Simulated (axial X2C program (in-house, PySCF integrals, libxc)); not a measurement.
## GeB: a run with one poor setting

All values were computed with an axial X2C code built on PySCF integrals. Spin-free means the one-electron spin-free X2C Hamiltonian. Basis: Ge dyall-v3z [9s9p7d1f], B dyall-v3z [7s6p2d1f] (cores contracted in-house); Gaussian nuclei, density fitting, unrestricted open shells. Masses: Ge 73.921 u, B 11.009 u.

One setting of this run was spoiled on purpose, so its numbers are not properties of GeB. Level: B97-3, spin-free; state M_S = 3/2, Λ = 0 (beyond evenly filled blocks: σα, π+α, π-α).

```
R (Å)  E − E(lowest point) (eV)  SCF iterations
1.719                    0.7661              11
1.798                    0.3327              11
1.857                    0.1399              11
1.917                    0.0349              11
1.976                    0.0000              10
2.045                    0.0262              12
2.114                    0.1035              12
2.203                    0.2517              12
2.312                    0.4774              12
2.470                    0.8450              12
```

Fit: Re 1.982 Å, ωe 647.5 cm⁻¹, residual 1.3 microhartree, De 3.06 eV.

Output at the reference distance:

```
spin-free X2C-1e  B97-3
basis functions 120  fitting functions 776  grid points 1064
iter        total energy     max residual
   1      -2123.372733191     2.01e-02
   2      -2123.373662412     3.59e-03
   3      -2123.373485577     4.96e-03
   4      -2123.373885272     1.82e-03
   5      -2123.373927439     2.49e-04
   6      -2123.373929371     7.93e-05
   7      -2123.373929637     3.97e-05
   8      -2123.373929751     1.06e-05
   9      -2123.373929763     1.67e-06
  10      -2123.373929764     3.48e-07
converged
one-electron -3040.72197925  Coulomb 958.49773753  exact exchange -22.16990015  xc functional -61.82814506  nuclear repulsion 42.84835716
```

Question: Which setting was spoiled?
A. density fitting set too sparse
B. an excited determinant was followed
C. integration grid too coarse
D. virtual space cut too low
E. too few iterations allowed

Answer: C. Integration grid too coarse: 45 radial and 14 angular points an atom against the usual 100 and 30 (atoms up to Ar take three quarters of the radial points).
